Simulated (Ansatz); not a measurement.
Total energies of C₃H₉NSi, SMILES `CNC1C[SiH2]1`.

```tsv
atom	x (Å)	y (Å)	z (Å)
C1	-0.139	1.355	1.495
N2	-0.437	0.993	0.124
C3	-0.402	-0.418	-0.113
C4	1.006	-1.008	-0.334
Si5	-0.075	-1.046	-1.831
H6	-0.209	2.439	1.614
H7	0.884	1.059	1.736
H8	-0.805	0.879	2.233
H9	-1.325	1.379	-0.162
H10	-1.028	-1.043	0.537
H11	1.249	-1.921	0.198
H12	1.804	-0.271	-0.323
H13	0.160	-0.072	-2.916
H14	-0.684	-2.325	-2.257
```

The species carries charge 0 and has multiplicity 1. The structure was optimised at the PBE0-D4/def2-TZVP level. It is one conformer, not always the lowest. Basis def2-TZVPP, Ansatz 0.2.0.

RPA on PBE orbitals: Hartree–Fock energy of these orbitals -462.18026 Eh, correlation -1.44033 Eh (frozen core).

```
             functional  energy without D4 (Eh)  D4 term (kJ/mol)
                 revPBE              -463.88209             -91.4
                   BLYP              -463.90083             -62.1
                 B97M-V              -463.91771                 –
                r2SCANh              -463.85497              -7.5
                r2SCAN0              -463.84309              -8.2
HSE06 (plane-wave form)              -463.64733             -21.8
              CAM-B3LYP              -463.90600             -23.6
                LC-ωPBE              -463.79975                 –
                ωB97X-V              -463.90171                 –
                ωB97M-V              -463.88342                 –
```

Q: Give the same for LDA (SPW92), PBE, r2SCAN, PBE0, B3LYP, BHLYP, B2PLYP, PBE-QIDH. (Estimate.)

A: Ansatz gave: 
```json
{"functional": "LDA (SPW92)", "energy without D4 (Eh)": "-461.25743", "D4 term (kJ/mol)": "–"}
{"functional": "PBE", "energy without D4 (Eh)": "-463.61163", "D4 term (kJ/mol)": "-28.0"}
{"functional": "r2SCAN", "energy without D4 (Eh)": "-463.86363", "D4 term (kJ/mol)": "-7.1"}
{"functional": "PBE0", "energy without D4 (Eh)": "-463.66442", "D4 term (kJ/mol)": "-23.5"}
{"functional": "B3LYP", "energy without D4 (Eh)": "-464.02466", "D4 term (kJ/mol)": "-44.7"}
{"functional": "BHLYP", "energy without D4 (Eh)": "-463.88332", "D4 term (kJ/mol)": "-32.2"}
{"functional": "B2PLYP", "energy without D4 (Eh)": "-463.71444", "D4 term (kJ/mol)": "–"}
{"functional": "PBE-QIDH", "energy without D4 (Eh)": "-463.55391", "D4 term (kJ/mol)": "–"}
```

B3LYP takes the VWN-RPA correlation (the form of Gaussian; ORCA's B3LYP/G). HSE06 is the plane-wave form, built on full-range PBE exchange. The double hybrids freeze the cores in their second-order part.

LC-ωPBE has ω = 0.4 bohr⁻¹.
